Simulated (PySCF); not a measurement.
**Electronic absorption of C6H8FNO**

Species: C₆H₈FNO.
Numbering: `[CH2:1]=[CH:2][N:3]([CH3:4])[C:5](=[O:6])/[CH:7]=[CH:8]\[F:9]` (hydrogens: H10, H11 on C1; H12 on C2; H13, H14, H15 on C4; H16 on C7; H17 on C8)

Computed with TDDFT CAM-B3LYP/def2-SVPD, vertical, gas phase, core orbitals frozen in the response (PySCF). One conformer (not necessarily the lowest) at the GFN2-xTB geometry, without solvent, vibrations or thermal averaging. Torsions of this conformer, `[CH2:1]=[CH:2][N:3]([CH3:4])[C:5](=[O:6])/[CH:7]=[CH:8]\[F:9]`: C1–C2–N3–C4 -9°, C2–N3–C5–O6 171°, N3–C5–C7–C8 -61°.

```csv
state,λ (nm),E (eV),f,"main configurations (H = HOMO, L = LUMO)"
S1,238.5,5.20,0.037,"H-1→L (65%), H-2→L (12%), H→L (11%)"
S2,226.4,5.48,0.184,H→L (86%)
S3,195.5,6.34,0.163,H→L+1 (84%)
S4,189.2,6.55,0.190,H→L+2 (84%)
S5,184.8,6.71,0.118,"H-2→L (66%), H-1→L+1 (10%), H-1→L (9%)"
S6,173.6,7.14,0.019,"H→L+3 (64%), H→L+5 (17%)"
S7,172.8,7.17,0.140,"H-1→L+1 (41%), H-1→L+2 (17%), H-1→L (11%)"
S8,167.7,7.39,0.0017,H→L+4 (67%)
```

Triplets (Tamm–Dancoff): T1 3.96 eV, H→L (51%), H→L+2 (19%), H→L+1 (16%); T2 4.17 eV, H-1→L (60%), H-2→L (17%); T3 4.91 eV, H→L (24%), H→L+1 (11%), H-3→L (9%).

The lowest singlet lies at 5.20 eV (238 nm, ultraviolet) and is of moderate strength; its leading configuration is HOMO-1→LUMO (65%). The strongest level in the table is S4 at 6.55 eV (189 nm, f = 0.190). Löwdin shares by element: HOMO carbon 46% or more, nitrogen 25%, oxygen 12% (atoms not listed hold the other 17%); LUMO carbon 56% or more, oxygen 14% (atoms not listed hold the other 29%). The listed states span 2.19 eV, and the widest gap between neighbours is 0.87 eV (S2 to S3). The oscillator strengths of these states sum to 0.854; summed over the whole spectrum of an exact calculation they would give the number of electrons, 68 (Thomas–Reiche–Kuhn). Orbital energies (eV): HOMO-3 -10.87, HOMO-2 -9.90, HOMO-1 -9.12, HOMO -8.03, LUMO 0.13, LUMO+1 1.12, LUMO+2 1.32. Singlets were solved by full linear response, triplets in the Tamm–Dancoff approximation.
